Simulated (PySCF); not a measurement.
Scalar relativity in Si²⁺ (silicon, charge +2)

[Ne] 3s2, closed-shell 1S; PBE calculated with PySCF 2.14 in dyall-av3z (19s12p3d2f, 84 functions), once non-relativistic with a point nucleus and once with spin-free X2C-1e and a Gaussian nucleus.

| shell | ε non-rel. (eV) | ε X2C (eV) | rms r non-rel. (bohr, spins averaged) | rms r X2C (bohr, spins averaged) | change of radius (%) |
| --- | --- | --- | --- | --- | --- |
| 1s | -1803.1 | -1807.1 | 0.1295 | 0.1290 | -0.39 |
| 2s | -160.14 | -160.76 | 0.6220 | 0.6200 | -0.32 |
| 2p | -116.93 | -116.87 | 0.6026 | 0.6022 | -0.07 |
| 3s | -28.475 | -28.530 | 2.093 | 2.089 | -0.20 |

The total energy goes from -288.3294 to -288.9422 hartree.

Ionisation energy, Si²⁺ [Ne] 3s2 (1S) → Si³⁺ [Ne] 3s1 (2S) (eV):

```tsv
method	non-relativistic	spin-free X2C	shift
UHF	31.955	32.019	0.064
MP2 (valence)	32.838	32.900	0.063
SCS-MP2 (valence)	33.014	33.077	0.062
CCSD (valence)	33.190	33.250	0.060
CCSD(T) (valence)	33.190	33.250	0.060
CCSDT (valence)	33.190	33.250	0.060
FCI (valence)	33.190	33.250	0.060
LDA	33.521	33.589	0.067
PBE	33.381	33.447	0.067
PBE0	33.243	33.309	0.066
r2SCAN	32.870	32.936	0.066
```

Relativity contracts and stabilises s shells directly. The contracted s shells screen the nucleus better, so for spin-averaged p shells the direct and indirect effects partly cancel.
